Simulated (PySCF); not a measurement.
# Shapes and spin states of Be₂F⁺

Method: PBE0 in PySCF with F def2-TZVP, Be def2-TZVP; no relativity; density-fitted integrals.

Relaxations began from a few typed shapes and spin states; open shells are unrestricted. The search is not exhaustive: other isomers or separated fragments can lie lower, and high-lying points may rest on an excited occupation.

(1) Which is the lowest minimum found?
A. triplet D∞h: F–Be 1.506 Å (×2); Be–F–Be 180.0°
B. singlet C2v: Be–Be 1.960 Å, F–Be 1.539 Å (×2); Be–Be–F 50.4° (×2), Be–F–Be 79.1°

Results:

(1) A. The others lie at 23.5 (singlet C2v) kJ/mol above it.
